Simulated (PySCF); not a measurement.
Adding and removing an electron: SnS

PBE0; PySCF, scalar-relativistic core potentials, basis sets Sn def2-SVPD with ECP28, S def2-SVPD. Neutral (UKS): singlet (closed shell), Re = 2.231 Å, ωe = 491 cm⁻¹, De = 4.88 eV, HOMO -7.38 eV, LUMO -2.60 eV.

SnS⁻ (UKS): doublet (π ↑), Re = 2.338 Å, ωe = 404 cm⁻¹, De = 3.63 eV to Sn + S⁻. The energies at the minima are -612.27729 hartree for SnS and -612.30978 for SnS⁻.

**Question.** Work out the adiabatic electron affinity, without and with harmonic zero-point energies (1 hartree = 27.2114 eV, 1 eV = 8065.5 cm⁻¹), and the change of the bond length.

**Answer.** At PBE0: 0.03249 hartree = 0.884 eV between the minima; the zero-point term (491.0 − 404.0)/2 cm⁻¹ = +0.005 eV makes it 0.889 eV. Re changes by +10.7 pm against the neutral. The electron enters a π orbital; in so polar a molecule the change of length follows mostly from the change of the ionic charges.

These are scalar-relativistic numbers at best; spin–orbit coupling would shift them, the dissociation energy most. For an ion De counts to the pair picked by the measured ionisation energies or electron affinities, which need not be the lowest pair at this level. The highest Kohn–Sham level is positive in this anion. Much of that is self-interaction error, but it also means that the finite basis helps to hold the extra electron. States were picked by a PBE0 search and need not be the measured ground states.
